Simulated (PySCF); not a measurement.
# Frontier orbitals and the lowest excitations

Species: 1,1,1,3-tetrachloropropane, C3H4Cl4.
Z-matrix (Å and degrees, GFN2-xTB geometry), rows numbered from 1:
```
Cl
C   1  1.7817
C   2  1.5243  1  109.06
C   3  1.5194  2  112.48  1  -179.92
Cl  4  1.7783  3  111.10  2   -60.33
Cl  4  1.7805  3  109.77  2   179.96
Cl  4  1.7787  3  111.08  2    60.27
H   2  1.0893  1  107.31  3  -120.86
H   2  1.0894  1  107.32  3   120.92
H   3  1.0923  2  109.57  1   -59.32
H   3  1.0922  2  109.59  1    59.46
```

Level of theory: TDDFT PBE0/def2-SVPD, vertical, gas phase, core orbitals frozen in the response in PySCF.

Kohn–Sham orbitals with the atoms that hold most of them (Löwdin shares over 4%, at most four atoms; ? is withheld):

| orbital | ε (eV) | atoms |
| --- | --- | --- |
| HOMO-3 | -9.41 | Cl6 51%, Cl7 20%, Cl5 20% |
| HOMO-2 | -9.05 | Cl7 30%, Cl5 30%, Cl6 30%, Cl1 8% |
| HOMO-1 | -8.85 | Cl1 69%, C2 10%, C3 7%, Cl6 6% |
| HOMO | -8.78 | ? |
| LUMO | ? | ? |
| LUMO+1 | -0.41 | C4 26%, Cl6 21%, Cl7 14%, Cl5 14% |
| LUMO+2 | -0.19 | C4 32%, Cl5 27%, Cl7 27%, Cl6 5% |

Problem. Give the leading atoms of the LUMO.

Solution. Cl6 (bonded to C) 27%; C4 (bonded to C and 3 Cl) 23%; Cl7 (bonded to C) 22%; Cl5 (bonded to C) 22%. By element: chlorine 71% or more, carbon 23% or more.

Problem. Which atoms hold the HOMO, and with what shares?

Solution. Cl1 (bonded to C) 65%; C2 (bonded to C, Cl and 2 H) 11%; Cl7 (bonded to C) 6%; Cl5 (bonded to C) 6%. By element: chlorine 78% or more, carbon 11% or more.

Problem. What is the LUMO energy, and the HOMO–LUMO gap?

Solution. ε(LUMO) = -1.10 eV; the gap is 7.68 eV (0.2823 hartree).

Problem. How does S1 compare with the orbital gap of 7.68 eV?

Solution. S1 is at 6.33 eV (f = 0.0002), 1.35 eV below the gap, made of HOMO-2→LUMO (73%), HOMO→LUMO (24%). Its leading pair isn't HOMO and LUMO; the energies of that pair differ by 7.95 eV. Without the coupling terms of the response equations the lowest excitation would equal the gap.

Next come S2 at 6.67 eV (f 0.0035), HOMO-1→LUMO (62%), HOMO-3→LUMO (25%); S3 at 6.72 eV (f 0.011), HOMO-4→LUMO (41%), HOMO→LUMO (38%), HOMO-2→LUMO (15%); S4 at 6.82 eV (f 0.016), HOMO-3→LUMO (65%), HOMO-1→LUMO (22%); S5 at 6.93 eV (f 0.0034), HOMO-4→LUMO (47%), HOMO→LUMO (28%).

One conformer stands for the species.
